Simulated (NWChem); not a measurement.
# GeO cation, doublet; SMILES of the neutral closed-shell parent [O]=[Ge]

```xyz
2

Ge     0.0000     0.0000     0.3478
O      0.0000     0.0000    -1.3143
```
Atoms are numbered in this order, from 1.

Level: PBE-D3(BJ)/def2-SVP, spin-unrestricted (NWChem), optimised geometry, unscaled harmonic frequencies. The spin multiplicity was typed, not searched, and may not be the lowest.

```json
[
 {"frequency (cm⁻¹)": "858", "IR intensity (km/mol)": "2.6"}
]
```

```yaml
zero_point_energy: 1.2 kcal/mol
thermal correction to the enthalpy at 298.15 K (with zero-point energy): 3.3 kcal/mol
heat capacity Cv: 5.5 cal/(mol K)
```

Rigid rotor and harmonic oscillator.
